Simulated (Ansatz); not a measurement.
`C[O][Al]([NH2])[Cl]`, charge 0, multiplicity 1.

(1) Give a relaxed structure at PBE0-D4/def2-TZVP (Ansatz 0.2.0). (Best estimate.)

## Answers

(1) Computed: 
Z-matrix (Å, degrees):
```
C
O 1 1.398
H 1 1.096 2 112.4
H 1 1.095 2 110.0 3 120.6
H 1 1.095 2 110.0 3 -120.6
Al 2 1.674 1 135.8 3 -0.9
Cl 6 2.095 2 120.1 1 -0.0
N 6 1.750 2 120.2 1 180.0
H 8 1.006 6 124.6 2 -0.0
H 8 1.006 6 124.3 2 180.0
```
Point group Cs.
This is one stationary point; other conformers may exist.
